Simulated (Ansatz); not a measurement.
Spectroscopic constants of ZnO, multiplicity 3 (not the ground state: that is measured with 2S+1 = 1). No spin–orbit coupling. Zn is treated without relativity.

The constants come from a fifth-degree fit in 1/R (seven points, main isotopes). Runs in def2 and cc sets follow the lowest solution found near the PBE0 minimum.

Correlated levels freeze the inner cores; with def2 sets outer-core shells near the valence are correlated too.

Programs: Ansatz (Gaussian orbitals). 

```csv
level,r_e (Å),ω_e (cm⁻¹),ω_e x_e (cm⁻¹),dipole (D)
PBE/def2-TZVPP,1.883,491,4.5,2.11
PBE0/def2-TZVPP,1.866,529,4.9,2.41
wB97X-V/def2-TZVPP,1.858,553,4.2,2.54
CCSD/def2-TZVPP,1.858,(withheld),4.6,-
CCSD(T)/def2-TZVPP,(withheld),(withheld),4.3,-
```

Some entries are withheld; supply them.


- CCSD(T)/def2-TZVPP, r_e (Å): 1.860
- CCSD(T)/def2-TZVPP, ω_e (cm⁻¹): 551
- CCSD/def2-TZVPP, ω_e (cm⁻¹): 558

Ansatz is a program for electronic structure.
